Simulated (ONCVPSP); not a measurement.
## u(r) = r·R(r): atom against pseudo-atom (copper (Cu))

Columns: radius, all-electron u(r) and pseudo u(r) of the 3s shell (level -130.83 eV) of copper in the configuration [Ne] 3s2 3p6 3d9.5; LDA (Perdew-Wang 92), scalar-relativistic, ONCV scheme, ONCVPSP 4.0.1.

| r (bohr) | all-electron | pseudo |
| --- | --- | --- |
| 0.055 | 0.1676 | 0.1423 |
| 0.110 | -0.4920 | 0.2875 |
| 0.165 | -0.7065 | 0.4351 |
| 0.220 | -0.5054 | 0.5794 |
| 0.275 | -0.1066 | 0.7125 |
| 0.330 | 0.3263 | 0.8282 |
| 0.385 | 0.7038 | 0.9256 |
| 0.440 | 0.9899 | 1.0091 |
| 0.495 | 1.1799 | 1.0851 |
| 0.550 | 1.2841 | 1.1553 |
| 0.605 | 1.3206 | 1.2136 |
| 0.660 | 1.3060 | 1.2454 |
| 0.715 | 1.2557 | 1.2360 |
| 0.770 | 1.1824 | 1.1807 |
| 0.825 | 1.0955 | 1.0953 |
| 0.880 | 1.0025 | 1.0023 |
| 0.935 | 0.9082 | 0.9080 |
| 0.990 | 0.8162 | 0.8160 |
| 1.045 | 0.7287 | 0.7285 |
| 1.100 | 0.6470 | 0.6469 |
| 1.155 | 0.5718 | 0.5717 |
| 1.210 | 0.5034 | 0.5033 |
| 1.265 | 0.4416 | 0.4416 |
| 1.320 | 0.3864 | 0.3864 |
| 1.375 | 0.3372 | 0.3371 |
| 1.430 | 0.2936 | 0.2936 |

(1) How many radial nodes do the two functions have?

(2) At about which radius was the pseudo-wave matched?

(3) Where does each function peak?

(4) Is the pseudo-wave norm-conserving?

## Answers

(1) The all-electron 3s function has n − l − 1 = 2; the pseudo-wave has 0, since the states of the same l below it are removed with the core.

(2) 0.80 bohr, where the columns begin to agree (steps of 0.06 bohr).

(3) Outermost all-electron maximum near 0.60 bohr, pseudo maximum near 0.66 bohr (to the table’s step).

(4) Yes: the ONCV scheme keeps the norm inside the radius equal to the all-electron one, which fixes the energy derivative of the logarithmic derivative at the level.
